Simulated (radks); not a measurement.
The numbers below are computed, except where a source is named.
Task: Coherent X-ray form factor from a spherical all-electron density. Level of theory: Dirac Kohn-Sham, PBE, spin-unpolarised, spherical densities, point nucleus (a radial shooting solver on a logarithmic mesh with Libxc functionals).

sin(theta)/lambda (1/angstrom),f0 (electrons)
0.05,30.501
0.1,29.189
0.15,27.450
0.2,25.606
0.25,23.813
0.3,22.113
0.4,18.979
0.5,16.177
0.6,13.754
0.8,10.177
1,8.056
1.25,6.626
1.5,5.774
2,4.442

The species is in the configuration that NIST lists as its ground one. Which atom or ion scatters so?

Result: The germanium ion Ge+, [Ar] 3d10 4s2 4p1. Extrapolating in s^2 from the first two rows gives f0(0) = 30.9, near the electron count 31; among species with that count, the fall with angle is slower the higher Z, and the table is that of Z = 32; from so few rows the species is fixed only to a neighbour or two.
